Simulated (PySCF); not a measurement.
A species of formula C7H3N has this rotational fingerprint, computed with PBE0/def2-SVPD in PySCF (dipole) on a GFN2-xTB geometry, gas phase:

| Quantity | Value |
| --- | --- |
| Rotational constants | A = 8735, B = 690.3, C = 639.8 MHz |
| Dipole components | \|μa\| = 5.65 D, \|μb\| = 1.08 D, \|μc\| = 0.00 D |
| Inertial defect | 0.00 u·Å² |
| κ | -0.99 |

Question: Which candidate fits, each taken in the one conformer that was computed?
A. `C=CC#CC#CC#N`
B. `C=C=C=CC#CC#N`

Answer: B. It is C=C=C=CC#CC#N, a near-prolate asymmetric top, point group Cs. The candidates at the same level (rigid rotor, commonest isotopes):

```tsv
SMILES	A (MHz)	B (MHz)	C (MHz)	μa (D)	μb (D)	μc (D)	Δ (u·Å²)	point group	rotor
C=CC#CC#CC#N	35852	577.0	567.9	6.21	0.13	0.00	0.00	Cs	near-prolate asymmetric top
C=C=C=CC#CC#N	8735	690.3	639.8	5.65	1.08	0.00	0.00	Cs	near-prolate asymmetric top
```

`C=CC#CC#CC#N` has A 310 % too high. In the right answer the mirror of this Cs structure is the ab plane, so μc vanishes by symmetry. No structure here is proved a minimum.
